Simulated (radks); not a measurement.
Results of a calculation; reference values are marked as such.
Numerical settings for neutral sulfur, [Ne] 3s2 3p4. Level of theory: non-relativistic Kohn-Sham, PBEsol, spin-polarised, spherical densities, point nucleus; open shells are filled with parallel spins first (a radial shooting solver on a logarithmic mesh with Libxc functionals). The defaults (mesh step 0.008 in ln r, mesh end at 40 bohr or more with all orbitals vanishing there, Anderson mixing 0.5 over 9 steps, residual threshold near 1e-9 with the energy settled to 1e-9 hartree or 1e-11 of itself, here a cap of 51 iterations) give E = -397.3096 hartree and 3p at -5.978 eV in 13 iterations. Run on one thread of a shared host, so times are rough (Intel(R) Xeon(R) Platinum 8488C): 0.11 s of CPU time, 0.11 s wall, 13 iterations on 2597 mesh points. Changes against that run (0 stands for a change within the tolerance of the run):

\begin{tabular}{lrrrrr}
setting & iterations & converged & E (mhartree) & e(3p) (meV) & CPU (s) \\ \hline
mesh step in ln r 0.003 & 13 & yes & 0 & 0 & 0.26 \\
mesh step in ln r 0.2 & 51 & no & diverged & - & 0.15 \\
mesh step in ln r 0.03 & 13 & yes & 0 & 0 & 0.04 \\
mesh end (bohr) 2 & 14 & level above zero & +7.23e+03 & +5.84e+04 & 0.08 \\
mesh end (bohr) 3 & 13 & level above zero & +1.11e+03 & +1.41e+04 & 0.08 \\
residual threshold 0.1 & 9 & yes & 0 & -0.0765 & 0.08 \\
residual threshold 1e-05 & 9 & yes & 0 & -0.0765 & 0.08 \\
mixing 0.01 & 18 & yes & 0 & 0 & 0.14 \\
linear mixing, mixing 0.8 & 27 & yes & 0 & 0 & 0.17 \\
linear mixing, mixing 1 & 51 & no & 0 & -0.183 & 0.37 \\
mixing history 3 & 17 & yes & 0 & 0 & 0.14 \\
iteration cap 2 & 2 & no & +26.1 & -5.39e+03 & 0.03 \\
\end{tabular}

Settled on a wrong energy, with an occupied level pushed above zero by the early mesh end: mesh end (bohr) 2 (+7.23 hartree); mesh end (bohr) 3 (+1.11 hartree). Apart from these: no run marked as converged misses the energy by more than 1 mhartree. A mesh that ends early acts as a hard wall.
